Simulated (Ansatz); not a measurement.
CH4S, charge +1, doublet, geometry from GFN2-xTB (a state made from the parent by changing its charge; the spin is typed, not shown lowest). Base run: HF/def2-SVP run with Ansatz (a first-principles code).

Geometry (Å):
```xyz
6

C     -1.0294    -0.4443     0.0487
S      0.5591     0.3325    -0.0358
H     -1.1367    -0.9995     0.9868
H     -1.8049     0.3165    -0.0272
H     -1.1418    -1.1786    -0.7562
H      1.3148    -0.7918     0.0775
```
Charge +1, spin multiplicity 2.
Orbitals are unrestricted.
All else is at Ansatz's defaults.

The base run was repeated with changes; each row names its change, and settings that it needs were set with it.

| change | E (Eh) | SCF-reference <S^2> |
|---|---|---|
| base | -437.25924 | 0.762 |
| functional = pbe; dispersion = d3bj | -437.97083 | 0.753 |
| functional = hse06 | -437.99964 | 0.754 |
| functional = revpbe | -438.11927 | 0.753 |
| functional = blyp; dispersion = d4 | -438.17556 | 0.752 |
| functional = PBE-QIDH | -437.89057 | 0.758 |
| functional = B97M-V | -438.09324 | 0.754 |
| functional = blyp; dispersion = d3bj | -438.17762 | 0.752 |
| functional = b3lyp5 | -438.12550 | 0.753 |
| functional = PBE0-DH | -437.98278 | 0.756 |
| functional = pbe0 | -438.00959 | 0.754 |
| functional = wB97X | -438.18377 | 0.754 |
| functional = lc_wpbe | -438.05958 | 0.755 |

Totals shift with the method and basis; they matter in differences.
